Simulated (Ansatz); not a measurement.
**Question.** Name a neutral molecule of C, N, S, Si and H with LUMO energy (B3LYP/def2-TZVPP) between -1.05 and -0.75 eV and ideal-gas entropy at 298 K and 1 bar (rigid rotor, harmonic PBE0-D4/def2-TZVP) between 291 and 307 J/(mol·K) (Ansatz, PBE0-D4/def2-TZVP geometry).

**Answer.** `SC1=N[SiH2]1` (-0.96 eV, 300 J/(mol·K)). Other molecules can fit too; these were computed, each in one conformer that needn't be the lowest.

B3LYP here is the variant with VWN-RPA as its local correlation; programs differ in this.
